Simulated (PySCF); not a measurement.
Bonds (- single, = double, # triple, : aromatic): C1-Si2, Si2-C3, Si2-C4, Si2-C5. C1 carries H6, H7, H8; C3 carries H9, H10, H11; C4 carries H12, H13, H14; C5 carries H15, H16, H17.

Geometry: GFN2-xTB; GIAO absolute shieldings from PySCF, gas phase, non-relativistic, averaged over equivalent atoms.

At BLYP/IGLO-II (195 basis functions, 23 s wall time on 1 thread of an Intel Xeon, shared host):
```csv
atoms,σ (ppm)
C1/C3/C4/C5,180.2
Si2,319.9
H6/H7/H8/H9/H10/H11/H12/H13/H14/H15/H16/H17,32.26
```

Q: Predict the values at mPW1PW91/IGLO-II on the same geometry.

A: 
```tsv
atoms	σ at mPW1PW91/IGLO-II	change
C1/C3/C4/C5	188.4	+8.2
Si2	349.7	+29.8
H6/H7/H8/H9/H10/H11/H12/H13/H14/H15/H16/H17	32.15	-0.11
```

The largest change is at Si2 (silicon bonded to 4 C). Cost: 195 basis functions, 18 s wall time on 1 thread of an Intel Xeon, shared host.
